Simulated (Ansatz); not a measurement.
Born–Oppenheimer molecular dynamics of H$_{3}$NS$_{2}$Si (7 atoms, charge 0, multiplicity 1). It goes on from the last frame of an earlier run, with new velocities.

Theory: RKS PBE0-D4/def2-SVP in Ansatz.

| Property | Result |
| --- | --- |
| ensemble | NVE (velocity Verlet) |
| time step | 0.5 fs |
| steps asked | 100 |
| starting velocities drawn for | 300 K |
| masses | H 2.014 u |
| seed | 435343 |

First frame:

```xyz
7
Properties=species:S:1:pos:R:3
N -0.831 0.826 -0.296
Si 0.535 -0.199 0.007
S 0.774 -1.308 1.767
S 0.255 -2.237 -0.246
H -0.586 1.804 -0.289
H -1.662 0.762 0.327
H 1.727 0.405 -0.604
```

(1) How far do the bonds stretch over the last three quarters of this one trajectory? (Pairs bonded in most of those frames.)

Answers

(1) 
| bond | mean (Å) | spread (Å) | shortest | longest |
| --- | --- | --- | --- | --- |
| N1–Si2 | 1.711 | 0.036 | 1.64 | 1.76 |
| N1–H5 | 1.015 | 0.014 | 0.99 | 1.04 |
| N1–H6 | 1.019 | 0.024 | 0.98 | 1.05 |
| Si2–S3 | 2.132 | 0.015 | 2.11 | 2.16 |
| Si2–S4 | 2.101 | 0.018 | 2.08 | 2.14 |
| Si2–H7 | 1.482 | 0.028 | 1.44 | 1.52 |
| S3–S4 | 2.224 | 0.080 | 2.10 | 2.33 |

Mean temperature of the second half: 311 K. The conserved energy stayed within 0.054 meV per atom of its start (net change 0.049 meV per atom), so the integration is sound. A run of 0.05 ps of so small a system gives no equilibrium averages.

Time of the run: 3.9 min on 1 thread of Intel(R) Xeon(R) Platinum 8259CL CPU @ 2.50GHz (Skylake/Cascade Lake), with other jobs on the host, peak memory 0.16 GiB.
